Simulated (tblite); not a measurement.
Species: C4H9ClSSi.
Numbering: `[CH3:1][C@@H:2]1[CH2:3][S:4][Si@@H:5]([Cl:6])[CH2:7]1` (hydrogens: H8, H9, H10 on C1; H11 on C2; H12, H13 on C3; H14 on Si5; H15, H16 on C7)

Structure optimised with GFN2-xTB, isolated species.

Task: Give the optimised bond lengths and angles.

Result: 
```csv
bond,length (Å)
C1–C2,1.525
C2–C3,1.525
C3–S4,1.834
S4–Si5,2.145
Si5–Cl6,2.017
Si5–C7,1.903
C2–C7,1.530
"C1–H8, C1–H9, C1–H10",1.088
C2–H11,1.097
C3–H12,1.090
C3–H13,1.088
Si5–H14,1.455
C7–H15,1.088
C7–H16,1.092
```

Bonds in one row agree within 0.01 Å and their mean is given. A selection of angles:
```csv
angle,degrees
C2–C1–H8,110.4
C2–C1–H9,110.6
H8–C1–H9,108.6
H8–C1–H10,108.3
C1–C2–C3,111.0
C1–C2–C7,111.4
C1–C2–H11,108.5
C3–C2–C7,108.8
C3–C2–H11,107.4
C7–C2–H11,109.6
C2–C3–S4,111.5
C2–C3–H12,111.1
C2–C3–H13,111.9
S4–C3–H12,106.9
S4–C3–H13,106.3
H12–C3–H13,108.9
C3–S4–Si5,93.5
S4–Si5–Cl6,114.2
S4–Si5–C7,96.6
S4–Si5–H14,108.9
Cl6–Si5–C7,112.1
Cl6–Si5–H14,109.3
C7–Si5–H14,115.3
Si5–C7–H15,112.5
Si5–C7–H16,109.6
C2–C7–Si5,107.9
C2–C7–H15,110.3
C2–C7–H16,109.6
H15–C7–H16,106.9
```

Torsions: C1–C2–C3–S4 -71° (synclinal); C2–C3–S4–Si5 -31° (synclinal); C3–S4–Si5–Cl6 -113° (anticlinal); S4–Si5–C7–C2 21° (synperiplanar); C1–C2–C7–Si5 78° (synclinal).

Si5 (chlorine-bound silicon) has angles from 96.6° to 115.3°. Of the pairs four or more bonds apart, Si5···H8 is among the closest relative to their van der Waals radii: 2.98 Å, 90 % of the sum of Bondi's values. The 5-membered ring C2–C3–S4–Si5–C7 has internal angles of 93.5° to 111.5°; it is puckered, 0.20 Å rms from its mean plane, widest ring torsion 52°.

Point group: C1 (no symmetry element, even within 0.4 Å). Its GFN2-xTB frequencies are all real (lowest 62 cm⁻¹). One conformer, not necessarily the lowest. 3 starts were optimised and ended at 0.00, 0.01 and 0.02 kcal/mol (GFN2-xTB); the lowest of these is shown.

These are computed values.
